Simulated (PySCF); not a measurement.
**Relaxation of quartet BrSe2**

Level of theory: PySCF, UPBE0, basis Br def2-SVP, Se def2-SVP (no relativity, density fitting). A (50,194) grid was used.

A hand-made end-on start, of Cs symmetry, held to at least that symmetry:

```xyz
3
charge 0 multiplicity 4, angstrom
Br   -0.6814    0.0000   -1.9776
Se   -0.6814    0.0000    0.3914
Se    1.3544    0.0000    1.5614
```

Optimiser trace:
| step | E − E(last) (kJ/mol) | largest gradient (Eh/bohr) |
| --- | --- | --- |
| 0 | 58.30 | 0.03773 |
| 1 | 36.51 | 0.01718 |
| 2 | 20.98 | 0.01460 |
| 3 | 10.27 | 0.01144 |
| 4 | 6.63 | 0.01798 |
| 5 | 3.29 | 0.00204 |
| 6 | 2.63 | 0.00305 |
| 7 | 2.40 | 0.00198 |
| 8 | 2.33 | 0.00110 |
| 9 | 2.26 | 0.00137 |
| 10 | 2.04 | 0.00238 |
| 11 | 1.00 | 0.00146 |
| 12 | 0.50 | 0.00302 |
| 13 | 0.17 | 0.00273 |
| 14 | 0.08 | 0.00202 |
| 15 | 0.04 | 0.00101 |
| 16 | 0.00 | 0.00017 |
| 17 | 0.00 | 0.00006 |

It ends at C∞v with Br–Se 2.773 Å, Se–Se 2.186 Å; Br–Se–Se 180.0°. The frequency run here used a shortcut that can spoil soft modes, so no verdict on minimum or saddle point is given. Other isomers or separated fragments may lie lower.

Final geometry:
Coordinates in bohr (charge 0 multiplicity 4):
```
Br   -2.2624    0.0000   -4.3356
Se    0.1617    0.0000    0.3099
Se    2.0724    0.0000    3.9715
```

The relaxation took 110 s on 2 threads of a shared Arm Neoverse V2 host, with 96 basis functions and 19 gradients; the process peaked at 0.6 GiB. Launch command: `OMP_NUM_THREADS=2 python axn.py task.json out`.
